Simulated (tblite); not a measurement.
Start geometry of `F[C@]1(C#C[SiH3])[CH][SiH2][SiH2]1` [radical] from a force field or distance geometry (Å):
```
atom  x, y, z in Å
F1    -0.5696   -1.5088    1.7761
C2    -0.5743   -0.5520    0.8051
C3     0.7939   -0.1173    0.5707
C4     1.9128    0.2630    0.3703
Si5    3.6676    0.8281    0.1105
C6    -1.4798    0.5548    1.1904
Si7   -2.9971    0.0494    0.3937
Si8   -1.4914   -1.0824   -0.7808
H9     3.6926    2.0274   -0.7696
H10    4.3115    1.1763    1.3981
H11    4.4629   -0.2390   -0.5555
H12   -1.3982    1.1319    2.1019
H13   -3.6873    1.1702   -0.2842
H14   -3.8717   -0.7286    1.3085
H15   -1.0496   -0.4098   -2.0435
H16   -1.7298   -2.5544   -0.9355
```

Question: What comes out of this run: GFN2-xTB geometry optimisation, gas phase in tblite?

Answer: 
```
atom  x, y, z in Å
F1    -0.6098   -1.6783    1.5713
C2    -0.5323   -0.4934    0.7835
C3     0.8229   -0.0993    0.6225
C4     1.9655    0.2497    0.4312
Si5    3.7039    0.7928    0.1613
C6    -1.4966    0.5273    1.2109
Si7   -3.1609    0.0334    0.5334
Si8   -1.6141   -1.0786   -0.8240
H9     3.6748    1.9779   -0.7029
H10    4.3121    1.1198    1.4540
H11    4.4362   -0.2967   -0.4904
H12   -1.1334    1.5119    1.4606
H13   -3.9814    1.1236   -0.0097
H14   -4.0086   -0.7889    1.4079
H15   -1.0293   -0.3808   -1.9742
H16   -1.3569   -2.5115   -0.9793
```

The energy falls by 69.5 kJ/mol over 102 L-BFGS steps, the largest force on an atom goes from 3.54 to 0.009 eV/Å, and the atoms move by 0.268 Å rms after alignment. The bond that changes most is Si7–Si8 (both ends silicon bonded to C, Si and 2 H), which lengthens by 0.119 Å. Bonds longer at the end by more than 0.005 Å: 5 of 16; shorter: 10. Among the angles that change most is F1–C2–Si8, from 113.5° to 99.8°. Among the dihedrals that turn most is F1–C2–C6–H12, from 57° to 125°. Rotational constants go from 2710, 518.7, 509.1 to 2737, 491.9, 488.9 MHz. The orientation of the end geometry is arbitrary; only internal coordinates are fixed.

Its lowest GFN2-xTB frequency is 11i cm⁻¹, too small to tell a flat minimum from a shallow saddle.

One conformer stands for the species.

The numbers are calculated, not measured.
